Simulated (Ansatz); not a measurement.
Geometry optimisation, RKS B3LYP/STO-3G (Ansatz 0.2.0).

The input (input.yaml):

```yaml
crystal:
  periodic: [false, false, false]
  atoms:
    - { symbol: C, position_ang: [2.1167, 0.6718, 1.377] }
    - { symbol: Si, position_ang: [0.9676, 0.8346, -0.1318] }
    - { symbol: C, position_ang: [0.4852, -1.3795, -0.4986] }
    - { symbol: C, position_ang: [-0.3363, -0.2245, -0.3523] }
    - { symbol: Si, position_ang: [-1.4558, 0.1868, -1.9076] }
    - { symbol: Si, position_ang: [-1.6328, -0.2609, 1.1044] }
    - { symbol: H, position_ang: [1.5196, 0.5334, 2.2804] }
    - { symbol: H, position_ang: [2.6643, 1.6646, 1.5015] }
    - { symbol: H, position_ang: [2.8003, -0.0759, 1.2977] }
    - { symbol: H, position_ang: [1.7775, 1.1111, -1.3214] }
    - { symbol: H, position_ang: [1.0122, -1.7807, 0.4146] }
    - { symbol: H, position_ang: [1.1444, -1.4872, -1.3651] }
    - { symbol: H, position_ang: [-2.1157, 1.5636, -1.7362] }
    - { symbol: H, position_ang: [-0.6206, 0.2382, -3.0789] }
    - { symbol: H, position_ang: [-2.5277, -0.8284, -2.0939] }
    - { symbol: H, position_ang: [-0.8993, -0.5777, 2.3734] }
    - { symbol: H, position_ang: [-2.2315, 1.092, 1.2865] }
    - { symbol: H, position_ang: [-2.7055, -1.27, 0.9021] }
basis:
  gaussian: { orbitals: STO-3G }
hamiltonian:
  xc: b3lyp
relax:
  f_tol: 0.02
  max_steps: 40
scf:
  lower_state_search: "off"
output:
  orbitals: {}
```

Launched with:

```bash
$ ansatz run input.yaml --threads 1 --pin off --max-ram 2048MiB --backend cpu --events-out ev --progress --plain --runs-dir out
```

Task: Where does it end, and by what steps?

Result: The forces met the threshold. The force dipped under the threshold on the way, but the program's further checks kept it going. Limits of this set-up: minimal basis. After 18 steps the energy has fallen by 3.368 eV; H9 moved furthest, 0.73 Å. The start is strongly strained (largest force component 9 eV/Å).

```
step  energy less start (eV)  largest force component (eV/Å)  accepted
   0                  0.0000                           9.365       yes
   1                 -1.5539                           3.967       yes
   2                 -2.4117                           2.397       yes
   3                 -2.8273                           3.515       yes
   4                 -3.1907                           1.709       yes
   5                 -3.2764                           1.083       yes
   6                 -3.3239                           0.707       yes
   7                 -3.3559                           0.155       yes
   8                 -3.3626                           0.074       yes
   9                 -3.3626                           0.077       yes
  10                 -3.3656                           0.037       yes
  11                 -3.3382                           0.840        no
  12                 -3.3526                           0.239        no
  13                 -3.3669                           0.014       yes
  14                 -3.3659                           0.234        no
  15                 -3.3676                           0.038       yes
  16                 -3.3678                           0.081       yes
  17                 -3.3680                           0.041       yes
  18                 -3.3682                           0.003       yes
```

```xyz
18
Properties=species:S:1:pos:R:3
C 2.084 0.810 1.417
Si 1.295 0.360 -0.221
C 0.603 -1.315 -0.508
C -0.478 -0.157 -0.356
Si -1.408 0.278 -1.921
Si -1.552 -0.249 1.173
H 1.612 0.273 2.249
H 1.998 1.886 1.620
H 3.153 0.557 1.419
H 1.879 1.038 -1.354
H 0.625 -2.063 0.292
H 0.682 -1.788 -1.493
H -2.003 1.591 -1.809
H -0.515 0.280 -3.057
H -2.469 -0.670 -2.182
H -0.780 -0.677 2.319
H -2.126 1.043 1.472
H -2.638 -1.186 0.992
```

Whether the end is a true minimum wasn't checked by a vibrational analysis.

Time of the run: 78 s on 1 thread of Arm Neoverse V1 (shared host), peak memory 0.12 GiB.
